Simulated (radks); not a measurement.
Problem. The oxygen ion O4+, [He] 2s2. Calculated with a radial shooting solver on a logarithmic mesh with Libxc functionals: non-relativistic Kohn-Sham, exchange-only PBE, spin-polarised, spherical densities, point nucleus. Every spin shell is full or empty, so the densities are truly spherical. Functionals are evaluated on that one density, not self-consistently. Rank these orbital-free kinetic functionals by their error against the exact value of the orbitals, and give that value: Thomas-Fermi, von Weizsacker, TF + vW/9, TF + vW/5, LC94, APBEK, revAPBEK, Perdew 92, Thakkar, LKT, PG1, DePristo-Kress.

Solution. Exact: 68.2000 hartree. From best to worst, with 100 (|E| - |E exact|)/|E exact| (equal figures are ties): revAPBEK +0.08, Thakkar -0.53, APBEK -0.70, LC94 -0.73, Perdew 92 -0.74, TF + vW/9 -0.76, DePristo-Kress -2.04, TF + vW/5 +7.18, von Weizsacker -10.68, Thomas-Fermi -10.69, PG1 +43.34, LKT +50.56.
